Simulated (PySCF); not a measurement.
## A small calculation by hand: dipole moment from atomic charges

Si(Cl)3(OMe) (CH3Cl3OSi), SMILES CO[Si](Cl)(Cl)Cl. Atoms are numbered in the order given.

```xyz
9

C     -2.3881    -1.1501     0.0000
O     -0.9740    -1.3197     0.0000
Si     0.1102    -0.0795     0.0000
Cl    -0.1374     1.1052    -1.6698
Cl     1.9740    -0.9205     0.0000
Cl    -0.1374     1.1052     1.6698
H     -2.8501    -2.1562     0.0000
H     -2.7288    -0.5993     0.9036
H     -2.7288    -0.5993    -0.9036
```

Geometry: PBE-D3(BJ)/def2-SVP. One conformer was computed; it need not be the lowest.

Charges (e) from CAM-B3LYP/def2-TZVP in PySCF:

```csv
atom,ESP fit,Mulliken
C1,-0.264,-0.203
O2,-0.125,-0.331
Si3,0.032,0.685
Cl4,-0.027,-0.192
Cl5,-0.005,-0.166
Cl6,-0.027,-0.192
H7,0.139,0.138
H8,0.138,0.131
H9,0.138,0.131
```

The dipole moment of the full density is 1.85 D.

### Question
What dipole moment does each set of point charges give, and which comes closer to that of the density?

### Answer

μ = Σ q r, and 1 e Å = 4.8032 D.
ESP fit: Σ q r = (-0.396, -0.054, 0.000) e Å, |μ| = 1.92 D.
Mulliken: Σ q r = (-0.501, -0.110, 0.000) e Å, |μ| = 2.46 D.
ESP fit comes closer in size. Point charges leave out the atoms' own dipoles (lone pairs, polarised bonds); fits to the potential absorb them, partitions of the density don't.
